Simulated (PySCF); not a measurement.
In(Me)(NH2)2 (CH7InN2), SMILES [CH3][In]([NH2])[NH2].

Coordinates come from a PBE-D3(BJ)/def2-SVP optimisation. The def2 effective core potentials stand for the cores of In; spin–orbit coupling is left out. The values are those of a single conformer.

Level of theory: IEF-PCM-ωB97X/def2-SVP in PySCF.

The values are the electrostatic part of the solvation free energy, E(continuum) − E(gas) at the gas-phase geometry, in a cavity of scaled van der Waals radii (PySCF's table); cavitation and dispersion terms are not included. A continuum can't describe solvent molecules that bind to the metal. In vacuum the orbital gap is 10.00 eV. The dipole moment in vacuum is 2.36 D.

Computed values in water (ε = 78.36), dimethylsulfoxide (ε = 46.83), acetone (ε = 20.49):
| solvent | ε | ΔG(elec) (kcal/mol) | dipole (D) | gap (eV) |
|---|---|---|---|---|
| water | 78.36 | -7.6 | 3.12 | 10.47 |
| dimethylsulfoxide | 46.83 | -7.5 | 3.11 | 10.46 |
| acetone | 20.49 | -7.1 | 3.07 | 10.43 |
